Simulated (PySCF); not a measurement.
## Bond length, frequency and bond energy of ReB by level of theory

State: quintet, unpaired electrons σ ↑↑, δ ↑↑, a mixture of terms (⟨Lz²⟩ = 1.5). Set-up: Re x2c-TZVPPall, B x2c-TZVPPall; spin-free X2C with a Gaussian nucleus (PySCF 2.14). De refers to Re (5d5 6s2) + B in their high-spin ground configurations, without counterpoise correction. The functionals are run spin-unrestricted. A positive dipole means Re(−)B(+). Levels whose curve was spin-contaminated or gave no clean fit are not listed.

```json
{"Level": "ROHF", "Re (Å)": "1.826", "ωe (cm⁻¹)": "872", "De (eV)": "n/a", "μ (D)": "-3.08", "CPU s a point (SCF and correlation, without the integrals)": "5"}
{"Level": "ROHF-MP2", "Re (Å)": "1.798", "ωe (cm⁻¹)": "1026", "De (eV)": "n/a", "μ (D)": "n/a", "CPU s a point (SCF and correlation, without the integrals)": "11"}
{"Level": "ROHF-SCS-MP2", "Re (Å)": "1.802", "ωe (cm⁻¹)": "1007", "De (eV)": "n/a", "μ (D)": "n/a", "CPU s a point (SCF and correlation, without the integrals)": "n/a"}
{"Level": "PBE", "Re (Å)": "1.822", "ωe (cm⁻¹)": "888", "De (eV)": "4.31", "μ (D)": "-2.08", "CPU s a point (SCF and correlation, without the integrals)": "5.5"}
{"Level": "PBEsol", "Re (Å)": "1.811", "ωe (cm⁻¹)": "906", "De (eV)": "4.67", "μ (D)": "-2.00", "CPU s a point (SCF and correlation, without the integrals)": "3.6"}
{"Level": "revPBE", "Re (Å)": "1.829", "ωe (cm⁻¹)": "876", "De (eV)": "4.08", "μ (D)": "-2.11", "CPU s a point (SCF and correlation, without the integrals)": "2.9"}
{"Level": "r²SCAN", "Re (Å)": "1.804", "ωe (cm⁻¹)": "906", "De (eV)": "4.34", "μ (D)": "-2.17", "CPU s a point (SCF and correlation, without the integrals)": "6.1"}
{"Level": "PBE0", "Re (Å)": "1.819", "ωe (cm⁻¹)": "886", "De (eV)": "3.56", "μ (D)": "-2.30", "CPU s a point (SCF and correlation, without the integrals)": "10"}
{"Level": "B97-3", "Re (Å)": "1.816", "ωe (cm⁻¹)": "889", "De (eV)": "3.01", "μ (D)": "-2.36", "CPU s a point (SCF and correlation, without the integrals)": "7"}
{"Level": "ωB97X-V", "Re (Å)": "1.810", "ωe (cm⁻¹)": "906", "De (eV)": "3.02", "μ (D)": "-2.53", "CPU s a point (SCF and correlation, without the integrals)": "30"}
```

Problem. What does a quarter of exact exchange do here, going from PBE to PBE0?

Solution. PBE0 less PBE: -0.3 pm in Re, -0.2 % in ωe, -0.75 eV in De. Exact exchange removes part of the self-interaction that spreads semilocal densities, and in most molecules shortens and stiffens the bond and lowers De; here ωe goes the other way.

Problem. What does the step from GGA to meta-GGA do here, going from PBE to r²SCAN?

Solution. r²SCAN less PBE: -1.8 pm in Re, +2.0 % in ωe, +0.03 eV in De. 

Problem. What does second-order correlation do here, going from ROHF to ROHF-MP2?

Solution. ROHF-MP2 less ROHF: -2.8 pm in Re, +17.7 % in ωe. Correlation nearly always deepens the well. The bond shortens, as in weak, metallic or heavy-atom bonds, where dispersion and the correlation of outer-core electrons pull the atoms together.

Correlated steps freeze 24 core orbitals. The metal atom is held in its measured ground configuration; semilocal functionals can put another filling of s and d lower by some tenths of an eV, and De to that atom would be smaller. Spin–orbit coupling is left out, which matters for elements this heavy, above all for dissociation energies. UHF is strongly spin-contaminated for ReB, so the ROHF reference used there is far from stable. The state is the lowest single determinant that the PBE0 search found; with open d or f shells the true ground state can be another one.

The whole job (state search and all levels along the bond) took about 22 min on 2 threads of Arm Neoverse V1 (shared host), peak memory 6.9 GiB.
